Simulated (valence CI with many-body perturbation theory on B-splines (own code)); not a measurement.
## Te XXXVIII in brief

Computed by valence CI with perturbative core correlation (CI+MBPT): five valence electrons over a frozen Dirac-Fock core [Ne], a basis of 11 s, 11 p, 10 d, 8 f, 5 g, 2 h functions for each j, with the one-electron correlation potential Σ1, the two-electron term Σ2, the three-electron term Σ3, Breit, model QED; selected CI, second order for the rest, scaled by the run's own slope (own B-spline code, finite nucleus).

The last digits are not significant, and no measured levels were compared; by estimate large intervals hold to a few tenths of a per cent, small ones and those within an open d or f shell to about a per cent. Among the levels kept, up to 4700 cm⁻¹ of a level comes from second order outside the variational space, and about a tenth of that is noise between levels of different J, which matters for small intervals.

Levels are named by their leading jj configuration (3d3/2^4 stands for four electrons in 3d with j = 3/2), which in mixed levels can hold well under half, so a name can repeat and another be missing.

Rates and lifetimes use the calculated energies. Strong lines usually hold to 10 to 20 %, long lifetimes can be off by a factor of two.

Q: What is the ground level?

A: (3s^2 3p1/2^2 3p3/2) J=3/2, composition 43 % 3s2 3p3 2P° + 32 % 3s2 3p3 4S° + 24 % 3s2 3p3 2D°, g = 1.412.

Q: Among levels below 4011.6 × 10³ cm⁻¹, which E1 lines absorb most strongly from the ground level?

A: to (3s^2 3p1/2 3p3/2 3d3/2) J=3/2 at 5.330 nm, f = 0.271; to (3s^2 3p1/2 3p3/2 3d3/2) J=5/2 at 5.439 nm, f = 0.241; to (3s^2 3p1/2 3p3/2 3d3/2) J=1/2 at 5.355 nm, f = 0.0836.

Q: How well does LS coupling describe the low levels?

A: Among the lowest 20 levels the leading LS term, summed over configurations, holds 53 % on average. For single configurations the figures are 48 % in LS and 83 % in jj coupling. Terms mix most in the J = 5/2 level at 1386.9 × 10³ cm⁻¹, where the leading one holds 24 %.

Q: Where does the other parity begin?

A: At (3s^2 3p1/2^2 3d3/2) J=3/2, 1160.6 × 10³ cm⁻¹.

Q: Name the longest-lived excited levels whose lifetime is computed, and their main decay.

A: (3s^2 3p1/2 3p3/2^2) J=5/2 at 535.55 × 10³ cm⁻¹ lives 2.42 μs, mostly by M1 to (3s^2 3p1/2^2 3p3/2) J=3/2; (3s^2 3p1/2 3p3/2^2) J=1/2 at 612.62 × 10³ cm⁻¹ lives 556 ns, mostly by M1 to (3s^2 3p1/2^2 3p3/2) J=3/2; (3s^2 3p1/2 3p3/2^2) J=3/2 at 472.97 × 10³ cm⁻¹ lives 456 ns, mostly by M1 to (3s^2 3p1/2^2 3p3/2) J=3/2. The lifetime of (3s^2 3p1/2 3p3/2 3d5/2) J=9/2 is too uncertain to give, and may be longer.

Q: What is the ionisation energy?

A: 2554.4 eV; NIST lists 2552 ± 4 eV (theoretical).
